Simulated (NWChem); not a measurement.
System: C2H4F2OSi; SMILES O=CC(F)(F)[SiH3]

Parts of the log:

```
             Northwest Computational Chemistry Package (NWChem) 7.3.0
             --------------------------------------------------------

 C1  symmetry detected

                             Geometry "geometry" -> ""
                             -------------------------

 Output coordinates in angstroms (scale by  1.889725989 to convert to a.u.)

  No.       Tag          Charge          X              Y              Z
 ---- ---------------- ---------- -------------- -------------- --------------
    1 O                    8.0000    -0.95705135     1.99347887     0.04919105
    2 C                    6.0000    -0.17440576     1.30766665    -0.54531938
    3 C                    6.0000     0.43652328     0.05791251    -0.00787810
    4 F                    9.0000     0.89528082     0.19415641     1.26887779
    5 F                    9.0000     1.52056895    -0.31347455    -0.75534672
    6 Si                  14.0000    -0.88505776    -1.39552148    -0.00514598
    7 H                    1.0000     0.09887170     1.48701068    -1.60260252
    8 H                    1.0000    -1.95584226    -0.92240929     0.86032756
    9 H                    1.0000    -1.27402819    -1.56365756    -1.40289463
   10 H                    1.0000    -0.13713478    -2.53108573     0.52109024

 Effective nuclear repulsion energy (a.u.)     305.8244327783

                                Z-matrix (autoz)
                                --------

 Units are Angstrom for bonds and degrees for angles

[...]

      ----------------------
      Optimization converged
      ----------------------

  Step       Energy      Delta E   Gmax     Grms     Xrms     Xmax
  ---- ---------------- -------- -------- -------- -------- --------
@   14    -642.13445498 -1.7D-07  0.00006  0.00002  0.00071  0.00149
                                     ok       ok       ok       ok

                                Z-matrix (autoz)
                                --------

 Units are Angstrom for bonds and degrees for angles

[...]

 Rotational Constants
 --------------------
 A=   0.114693 cm-1  (  0.165013 K)
 B=   0.079009 cm-1  (  0.113674 K)
 C=   0.065259 cm-1  (  0.093891 K)

 Temperature                      =   298.15K
 frequency scaling parameter      =   1.0000

 Zero-Point correction to Energy  =   34.773 kcal/mol  (  0.055415 au)
 Thermal correction to Energy     =   39.465 kcal/mol  (  0.062891 au)
 Thermal correction to Enthalpy   =   40.057 kcal/mol  (  0.063835 au)

 Total Entropy                    =   86.333 cal/mol-K
   - Translational                =   39.984 cal/mol-K (mol. weight = 109.9999)
   - Rotational                   =   27.391 cal/mol-K (symmetry #  =        1)
   - Vibrational                  =   18.959 cal/mol-K

 Cv (constant volume heat capacity) =   24.863 cal/mol-K
   - Translational                  =    2.979 cal/mol-K
   - Rotational                     =    2.979 cal/mol-K
   - Vibrational                    =   18.904 cal/mol-K

[normal modes left out]

 ----------------------------------------------------------------------------
 Normal Eigenvalue ||           Projected Infra Red Intensities
  Mode   [cm**-1]  || [atomic units] [(debye/angs)**2] [(KM/mol)] [arbitrary]
 ------ ---------- || -------------- ----------------- ---------- -----------
    1       -0.000 ||    0.000624           0.014         0.608       0.171
    2       -0.000 ||    0.000025           0.001         0.025       0.007
    3       -0.000 ||    0.000194           0.004         0.189       0.053
    4       -0.000 ||    0.000451           0.010         0.440       0.124
    5        0.000 ||    0.000547           0.013         0.533       0.150
    6        0.000 ||    0.000176           0.004         0.172       0.048
    7       31.678 ||    0.010256           0.237         9.998       2.817
    8      137.519 ||    0.000462           0.011         0.451       0.127
    9      177.770 ||    0.002630           0.061         2.563       0.722
   10      207.239 ||    0.000807           0.019         0.786       0.222
   11      259.314 ||    0.008788           0.203         8.567       2.414
   12      345.402 ||    0.008989           0.207         8.763       2.469
   13      442.112 ||    0.007109           0.164         6.930       1.953
   14      556.659 ||    0.019266           0.444        18.782       5.292
   15      616.102 ||    0.011862           0.274        11.564       3.258
   16      632.520 ||    0.021465           0.495        20.925       5.896
   17      724.933 ||    0.038497           0.888        37.528      10.574
   18      892.185 ||    0.205922           4.751       200.743      56.560
   19      928.572 ||    0.066647           1.538        64.971      18.306
   20      929.311 ||    0.024331           0.561        23.719       6.683
   21      935.709 ||    0.047315           1.092        46.125      12.996
   22     1099.263 ||    0.012771           0.295        12.450       3.508
   23     1157.121 ||    0.114656           2.645       111.773      31.492
   24     1224.233 ||    0.083735           1.932        81.629      22.999
   25     1381.208 ||    0.013904           0.321        13.554       3.819
   26     1902.020 ||    0.133392           3.077       130.038      36.638
   27     2253.925 ||    0.043473           1.003        42.380      11.941
   28     2273.221 ||    0.069968           1.614        68.209      19.218
   29     2283.421 ||    0.071272           1.644        69.480      19.576
   30     2944.485 ||    0.072700           1.677        70.871      19.968
 ----------------------------------------------------------------------------
```

Level: PBE0/def2-SVP. 

Problem. Reconstruct the input file.

Solution. This is not unique; one that fits is the input that was run:
```
start job
memory heap 200 mb stack 900 mb global 1100 mb
geometry units angstroms
  O      1.400324    -1.037236    -1.354943
  C      1.124304    -0.834100    -0.206525
  C      0.179702     0.219357     0.264557
  F      0.390062     1.428963    -0.328510
  F      0.321805     0.433814     1.608286
  Si    -1.672434    -0.309692    -0.121129
  H      1.474921    -1.482501     0.618906
  H     -1.724898    -0.449878    -1.569250
  H     -1.875535    -1.557831     0.609739
  H     -2.457649     0.798277     0.409589
end
basis spherical
  * library def2-svp
end
dft
  xc pbe0
  iterations 150
end
driver
  maxiter 120
end
task dft optimize
task dft freq
```
